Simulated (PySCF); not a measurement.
hex-1-yne (C₆H₁₀), SMILES C(CCC)C#C. Atoms are numbered in the order given.

```xyz
16

C      2.3787     0.3145    -1.0932
C      1.5421    -0.3543    -0.5024
C      0.5289    -1.1237     0.2166
C     -0.3273    -0.2779     1.1863
C     -1.0819     0.8846     0.5291
C     -2.0880     0.4610    -0.5431
H      3.1230     0.8951    -1.6190
H      1.0271    -1.9400     0.7838
H     -0.1282    -1.6330    -0.5227
H      0.3331     0.1192     1.9858
H     -1.0494    -0.9614     1.6844
H     -1.6071     1.4530     1.3265
H     -0.3427     1.5882     0.0881
H     -1.5897    -0.0141    -1.4130
H     -2.6531     1.3322    -0.9311
H     -2.8279    -0.2647    -0.1432
```
Charge 0, spin multiplicity 1.

Geometry: PBE-D3(BJ)/def2-SVP. One conformer was computed; it need not be the lowest.

Computed with TDDFT-B3LYP/def2-SVPD run with PySCF.

Vertical excitations. Isolated molecule, no solvent.

Task: Give excitation energies, oscillator strengths and character. (An estimate is asked for; the answer gives what the named calculation found.)

Result: 
| state | energy (eV) | λ (nm) | f | main pairs |
|---|---|---|---|---|
| S1 | 6.36 | 195 | 0.000 | HOMO→LUMO 40 %, HOMO→LUMO+2 16 %, HOMO→LUMO+1 16 %, HOMO−1→LUMO+1 11 % |
| S2 | 6.54 | 190 | 0.005 | HOMO−1→LUMO 32 %, HOMO→LUMO+1 24 %, HOMO→LUMO+2 16 %, HOMO−1→LUMO+1 11 % |
| S3 | 6.57 | 189 | 0.001 | HOMO−1→LUMO+1 46 %, HOMO−1→LUMO+2 28 %, HOMO→LUMO 11 % |
| S4 | 7.02 | 177 | 0.022 | HOMO→LUMO 37 %, HOMO→LUMO+2 25 %, HOMO→LUMO+1 20 %, HOMO−1→LUMO 8 % |
| S5 | 7.05 | 176 | 0.026 | HOMO−1→LUMO 45 %, HOMO−1→LUMO+2 26 %, HOMO→LUMO+2 11 %, HOMO−1→LUMO+1 8 % |
| S6 | 7.73 | 160 | 0.050 | HOMO−1→LUMO+5 29 %, HOMO−1→LUMO+4 29 %, HOMO→LUMO+4 11 %, HOMO−1→LUMO+3 7 % |
| S7 | 7.74 | 160 | 0.023 | HOMO→LUMO+4 36 %, HOMO→LUMO+5 33 %, HOMO→LUMO+3 10 %, HOMO−1→LUMO+4 6 % |
| S8 | 7.79 | 159 | 0.004 | HOMO→LUMO+3 78 %, HOMO→LUMO+4 15 % |
| S9 | 7.83 | 158 | 0.001 | HOMO−1→LUMO+3 81 %, HOMO−1→LUMO+4 13 % |
| S10 | 7.89 | 157 | 0.028 | HOMO→LUMO+5 35 %, HOMO−1→LUMO+4 19 %, HOMO→LUMO+4 18 %, HOMO→LUMO+1 11 % |
| T1 | 5.22 | 238 | 0 | HOMO→LUMO+1 25 %, HOMO→LUMO+2 17 %, HOMO−1→LUMO 14 %, HOMO−1→LUMO+2 14 % |
| T2 | 5.69 | 218 | 0 | HOMO→LUMO 19 %, HOMO−1→LUMO+2 19 %, HOMO−1→LUMO+1 18 %, HOMO→LUMO+1 15 % |
| T3 | 5.70 | 218 | 0 | HOMO→LUMO+1 24 %, HOMO→LUMO+2 22 %, HOMO−1→LUMO 15 %, HOMO−1→LUMO+1 14 % |
| T4 | 6.39 | 194 | 0 | HOMO−1→LUMO+1 32 %, HOMO→LUMO 24 %, HOMO−1→LUMO+2 19 %, HOMO→LUMO+2 8 % |
Triplets are in the Tamm–Dancoff approximation, which puts them higher than full response would, so one can lie above its singlet here.
